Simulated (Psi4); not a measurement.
sodium chloride (ClNa), singlet, at a GFN2-xTB geometry (such geometries of metal compounds can be far from the true shape). Base run: HF/pcseg-1 (Psi4).

Input for Psi4:
```
memory 2 GB

molecule {
0 1
  Na   -0.00000000   -0.00000000   -1.36328114
  Cl    0.00000000    0.00000000    0.88212309
}

set basis pcseg-1
set stability_analysis check
set scf_type pk

energy('scf')
print_variables()
```

The bond that is stretched is that between atoms 1 and 2. A test that says stable can miss a lower solution.

Each row names what was changed in the base input (with any setting that the change needs).

```csv
change,ΔE vs base (kcal/mol),<S^2>
base,0.000,0.000
stability_analysis = follow; reference = uhf,0.000,0.000
bond × 1.25,3.95,0.000
stability_analysis = follow; reference = uhf; bond × 1.25,3.95,0.000
bond × 1.5,20.71,0.000
stability_analysis = follow; reference = uhf; bond × 1.5,20.71,0.000
bond × 1.8,38.76,0.000
stability_analysis = follow; reference = uhf; bond × 1.8,38.76,0.000
bond × 2.2,56.00,0.000
stability_analysis = follow; reference = uhf; bond × 2.2,56.00,0.000
bond × 3.0,75.4,0.000
stability_analysis = follow; reference = uhf; bond × 3.0,75.4,0.000
```

Where a bond breaks into two radicals, a solution with restricted orbitals usually stops being the lowest and lies too high; an unrestricted one lies lower at the price of spin contamination, which <S^2> shows.
